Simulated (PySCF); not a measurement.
BrCs, triplet, at the geometry of the source list (a higher spin typed on purpose: for a closed-shell molecule this is an excited state) (core potentials on Cs). Base run: PySCF with HF/def2-TZVP.

Here is a job for PySCF.
```python
from pyscf import gto, scf

mol = gto.Mole()
mol.atom = '''
    Cs   -1.025200   -0.718300   -0.872300
    Br    1.025200    0.718300    0.872300
'''
mol.basis = 'def2-tzvp'
mol.ecp = {'Cs': 'def2-tzvp'}
mol.charge = 0
mol.spin = 2
mol.verbose = 4
mol.build()

mf = scf.UHF(mol)
mf.kernel()
```

Each row names what was changed in the base input (with any setting that the change needs).

| change | ΔE vs base (mEh) | SCF cycles | <S^2> | outcome |
|---|---|---|---|---|
| base | 0.000 | 12 | 2.009 | converged |
| conv_tol = 1e-7 | 0.000 | 10 | 2.009 | converged |
| diis = off (with mf.max_cycle = 100) | 0.000 | 21 | 2.009 | converged |
| diis = off; damp = 0.3 (with mf.diis_start_cycle = 200; with mf.max_cycle = 150) | 0.000 | 30 | 2.009 | converged |
| diis_space = 12 | 0.000 | 12 | 2.009 | converged |
| damp = 0.5; diis_start_cycle = 5 | 0.000 | 14 | 2.009 | converged |
| init_guess = sap | 0.398 | 17 | 2.009 | another SCF solution |
| conv_tol = 1e-11 | 0.000 | 13 | 2.009 | converged |
| level_shift = 0.3 (with mf.max_cycle = 100) | 0.000 | 28 | 2.009 | converged |
| DIIS = ADIIS | 0.000 | 20 | 2.009 | converged |
| conv_tol_grad = 1e-7 | 0.000 | 15 | 2.009 | converged |
| diis = off; damp = 0.6 (with mf.diis_start_cycle = 200; with mf.max_cycle = 150) | 0.000 | 49 | 2.009 | converged |
| diis_space = 20 | 0.000 | 12 | 2.009 | converged |

A guess, shift, damping, solver or small numerical setting can't move a converged solution much, so rows marked as another SCF solution ended in a different state.

Open shells are given as the SCF converged; they aren't shown to be the lowest states, and a large step between rows can be another state.
